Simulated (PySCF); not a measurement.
# Frontier levels across methods

Species: CH₈OSSi₂.
Structure used (PBE0-D3(BJ)/def2-SVP), in Å, numbered top down from 1:
```
atom  x, y, z in Å
C1    -2.0899   -0.6144    0.3897
S2    -1.1197   -1.0839   -1.0819
Si3    0.0302    0.6888   -1.3696
O4     1.1478    0.8911   -0.1589
Si5    2.0610   -0.0993    0.8203
H6    -1.4401   -0.4147    1.2526
H7    -2.7213    0.2620    0.1862
H8    -2.7372   -1.4692    0.6260
H9     0.7004    0.4959   -2.6855
H10   -0.8426    1.8946   -1.3588
H11    1.1872   -0.7821    1.8212
H12    2.7808   -1.1298    0.0144
H13    3.0481    0.7583    1.5326
```

Basis pcSseg-1 throughout (PySCF), one geometry. One conformer (not necessarily the lowest) at the PBE0-D3(BJ)/def2-SVP geometry, without solvent, vibrations or thermal averaging.

Task: How do the orbital energies, the gap and the dipole change with the method?

Result: 
```json
{"method": "BLYP", "kind": "GGA", "HOMO (eV)": "-5.82", "LUMO (eV)": "-0.66", "gap (eV)": "5.15", "μ (D)": "1.17", "SCF cycles": "15"}
{"method": "B97-D", "kind": "GGA", "HOMO (eV)": "-5.97", "LUMO (eV)": "-0.65", "gap (eV)": "5.32", "μ (D)": "1.21", "SCF cycles": "15"}
{"method": "PBE", "kind": "GGA", "HOMO (eV)": "-6.01", "LUMO (eV)": "-0.84", "gap (eV)": "5.16", "μ (D)": "1.22", "SCF cycles": "15"}
{"method": "OPBE", "kind": "GGA", "HOMO (eV)": "-6.01", "LUMO (eV)": "-0.64", "gap (eV)": "5.37", "μ (D)": "1.27", "SCF cycles": "16"}
{"method": "KT3", "kind": "GGA", "HOMO (eV)": "-6.08", "LUMO (eV)": "-0.87", "gap (eV)": "5.21", "μ (D)": "1.18", "SCF cycles": "15"}
{"method": "KT2", "kind": "GGA", "HOMO (eV)": "-6.09", "LUMO (eV)": "-1.02", "gap (eV)": "5.07", "μ (D)": "1.21", "SCF cycles": "15"}
{"method": "BP86", "kind": "GGA", "HOMO (eV)": "-6.11", "LUMO (eV)": "-0.89", "gap (eV)": "5.22", "μ (D)": "1.24", "SCF cycles": "15"}
{"method": "LDA", "kind": "LDA", "HOMO (eV)": "-6.11", "LUMO (eV)": "-1.10", "gap (eV)": "5.01", "μ (D)": "1.24", "SCF cycles": "14"}
{"method": "B3LYP", "kind": "global hybrid", "HOMO (eV)": "-6.96", "LUMO (eV)": "-0.14", "gap (eV)": "6.82", "μ (D)": "1.18", "SCF cycles": "13"}
{"method": "B97-2", "kind": "global hybrid", "HOMO (eV)": "-6.98", "LUMO (eV)": "0.07", "gap (eV)": "7.05", "μ (D)": "1.24", "SCF cycles": "13"}
{"method": "PBE0", "kind": "global hybrid", "HOMO (eV)": "-7.23", "LUMO (eV)": "0.04", "gap (eV)": "7.26", "μ (D)": "1.24", "SCF cycles": "13"}
{"method": "mPW1PW91", "kind": "global hybrid", "HOMO (eV)": "-7.25", "LUMO (eV)": "0.06", "gap (eV)": "7.32", "μ (D)": "1.24", "SCF cycles": "13"}
{"method": "BHandHLYP", "kind": "global hybrid", "HOMO (eV)": "-8.29", "LUMO (eV)": "0.99", "gap (eV)": "9.28", "μ (D)": "1.20", "SCF cycles": "12"}
{"method": "CAM-B3LYP", "kind": "range-separated hybrid", "HOMO (eV)": "-8.52", "LUMO (eV)": "1.10", "gap (eV)": "9.61", "μ (D)": "1.18", "SCF cycles": "12"}
{"method": "wB97X-D", "kind": "range-separated hybrid", "HOMO (eV)": "-9.09", "LUMO (eV)": "1.83", "gap (eV)": "10.92", "μ (D)": "1.25", "SCF cycles": "13"}
{"method": "LC-wPBE", "kind": "range-separated hybrid", "HOMO (eV)": "-9.94", "LUMO (eV)": "2.27", "gap (eV)": "12.21", "μ (D)": "1.25", "SCF cycles": "13"}
{"method": "HF", "kind": "Hartree–Fock", "HOMO (eV)": "-10.02", "LUMO (eV)": "3.33", "gap (eV)": "13.36", "μ (D)": "1.27", "SCF cycles": "10"}
```

The HOMO spans 4.21 eV, from BLYP down to HF, and the gap runs from 5.01 eV (LDA) to 13.36 eV (HF). Over the methods BLYP (0 %), B97-D (0 %), PBE (0 %), OPBE (0 %), KT3 (0 %), KT2 (0 %), BP86 (0 %), LDA (0 %), B3LYP (20 %), B97-2 (21 %), PBE0 (25 %), mPW1PW91 (25 %), BHandHLYP (50 %), HF (100 %), a straight line through the gap against the share of exact exchange rises by 0.82 eV for each 10 % (correlation coefficient 0.999). The dipole ranges from 1.17 D (BLYP) to 1.27 D (HF). This basis has no diffuse functions.
